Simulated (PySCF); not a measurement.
Values are calculated unless marked as measured or tabulated.
For a regular tetrahedral d7 complex 10Dq is 2537 cm⁻¹, Racah B 1178 cm⁻¹ and C 4379 cm⁻¹.

Problem. Which are the lowest 6 multiplets of ligand-field theory, and at what energies?

Solution. 
| state | E / cm⁻¹ | E/B | CASSCF root / cm⁻¹ |
| --- | --- | --- | --- |
| 4A2 | 0 | 0.0 | 0 |
| 4T2 | 2537 | 2.2 | 2402 |
| 4T1 | 4503 | 3.8 | 4231 |
| 2E | 19570 | 16.6 | 19551 |
| 2T1 | 19937 | 16.9 | 19698 |
| 2A1 | 20383 | 17.3 | 19960 |

Δ/B = 2.2 on the Tanabe–Sugano diagram. The parameters were fitted to the CASSCF roots of [CoCl4]2-, shown in the last column; over these levels the model misses the roots by 234 cm⁻¹ rms. CASSCF lacks dynamic correlation, so its B and C lie well above those fitted to measured bands.
